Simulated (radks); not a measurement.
Rb3+, configuration [Ar] 3d10 4s2 4p4.

All-electron calculation, scalar-relativistic Kohn-Sham, TASK exchange with Perdew-Wang LDA correlation, spin-polarised, spherical densities, finite nucleus; open shells are filled with parallel spins first (spin-orbit coupling, left out, can overturn this in heavy ions); meta-GGA in the generalised Kohn-Sham scheme; Fermi nuclear charge, rms radius 4.2036 fm. Program: a radial shooting solver on a logarithmic mesh with Libxc functionals.

Energy parts (eV):
part                       energy
total                  -81042.563
kinetic                 82983.656
electron-nucleus      -194144.339
Hartree                 32817.819
exchange-correlation    -2699.699

Orbitals (lengths in bohr, moments of r in powers of bohr; <r^-3> diverges for s and p1/2):
| orbital | occ. | eigenvalue (eV) | <r^-3> |
|---|---|---|---|
| 1s up | 1 | -15109.35 | - |
| 1s down | 1 | -15109.03 | - |
| 2s up | 1 | -2063.211 | - |
| 2s down | 1 | -2063.058 | - |
| 2p up | 3 | -1832.341 | 1643 |
| 2p down | 3 | -1832.039 | 1643 |
| 3s up | 1 | -342.1853 | - |
| 3s down | 1 | -341.9304 | - |
| 3p up | 3 | -267.3148 | 251.4 |
| 3p down | 3 | -266.9824 | 251.4 |
| 3d up | 5 | -142.8308 | 31.01 |
| 3d down | 5 | -142.3297 | 31.15 |
| 4s up | 1 | -67.2825 | - |
| 4s down | 1 | -64.3267 | - |
| 4p up | 3 | -48.9338 | 30.64 |
| 4p down | 1 | -45.7898 | 30.40 |

The highest occupied level is 4p down at -45.790 eV. The spin density at the nucleus is -0.470 e/bohr^3 (1s -1.147, 2s 0.219, 3s 0.293, 4s 0.164). The density falls to 0.001 e/bohr^3 at r = 3.18 bohr. The electron density at the nucleus is 5.583e+04 e/bohr^3 (large components only). Summed over all electrons, <r^2> = 21.61 bohr^2, which gives a Langevin (diamagnetic) susceptibility term of -17.1 x 10^-6 cm^3/mol.
